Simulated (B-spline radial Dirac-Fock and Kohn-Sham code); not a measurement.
ΔSCF core binding energies without Breit or QED terms, calculated with a B-spline atomic structure program.

A sound run for atomic rubidium, configuration 1s2 2s2 2p6 3s2 3p6 3d10 4s2 4p6 5s1: The ground state converged in 10 iterations, with total energy -2979.80549 Ha, virial ratio 1.97197 and highest orbital energy -3.81 eV. ΔSCF binding energies: K (1s) 15241.3 eV, L3 (2p3/2) 1813.9 eV, M5 (3d5/2) 115.9 eV.

A second run, with one unsound setting: The ground state converged in 10 iterations, with total energy -2863.73568 Ha, virial ratio 2.03951 and highest orbital energy -3.67 eV. ΔSCF binding energies: K (1s) 13890.4 eV, L3 (2p3/2) 1825.1 eV, M5 (3d5/2) 118.0 eV.

```
iter   energy (Ha)        error
   1    -2863.04446320  1.53e+00
   2    -2863.60020556  1.25e-01
   3    -2863.72860098  3.01e-02
   4    -2863.73509442  1.17e-02
   5    -2863.73557175  3.23e-03
   6    -2863.73567046  7.11e-04
   7    -2863.73567638  6.85e-05
   8    -2863.73567659  5.18e-06
   9    -2863.73567659  5.77e-07
  10    -2863.73567659  1.38e-07
```

Q: Which fault fits the second run best?
A. nuclear radius in wrong units
B. tolerance below the noise
C. damping too heavy
D. overfilled shell

A: A. The input had radius_factor = 100.0: radius_factor inflates the nucleus far beyond its size, which weakens the binding of the inner electrons.
